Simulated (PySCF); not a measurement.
## Stretching InBr

Set-up: PySCF, scalar-relativistic core potentials, basis sets In def2-TZVPPD with ECP28, Br def2-TZVPPD. Energies in eV from In + Br in their ground configurations at the same level. State: ¹Σ⁺ (singlet), closed shell.

```tsv
R (Å)	B2PLYP
2.213	-3.287
2.316	-3.776
2.419	-4.040
2.496	-4.135
2.573	-4.164
2.650	-4.145
2.753	-4.066
2.882	-3.909
3.036	-3.675
3.242	-3.332
```

Question: Put a parabola through the three lowest points of the B2PLYP curve and estimate Re, k and ωe (reduced mass 46.79 u; 1 eV/Å² = 0.16022 mdyn/Å; ωe = 1302.8·√(k/μ) cm⁻¹).

Answer: Through R = 2.496, 2.573, 2.65 Å the second-order coefficient is 4.05 eV/Å², so Re ≈ 2.581 Å, k ≈ 1.30 mdyn/Å and ωe ≈ 217 cm⁻¹. A polynomial fit of higher order to the unrounded B2PLYP energies gives Re = 2.577 Å, k = 1.27 mdyn/Å, ωe = 215 cm⁻¹; anharmonicity and rounding make the difference.

The higher-order fit for each curve: B2PLYP: Re = 2.577 Å, ωe = 215 cm⁻¹, De = 4.16 eV.

Correlated steps freeze 13 core orbitals. These are scalar-relativistic numbers at best; spin–orbit coupling would shift them, the dissociation energy most. B2PLYP dipoles, levels and charges come from its SCF part alone.
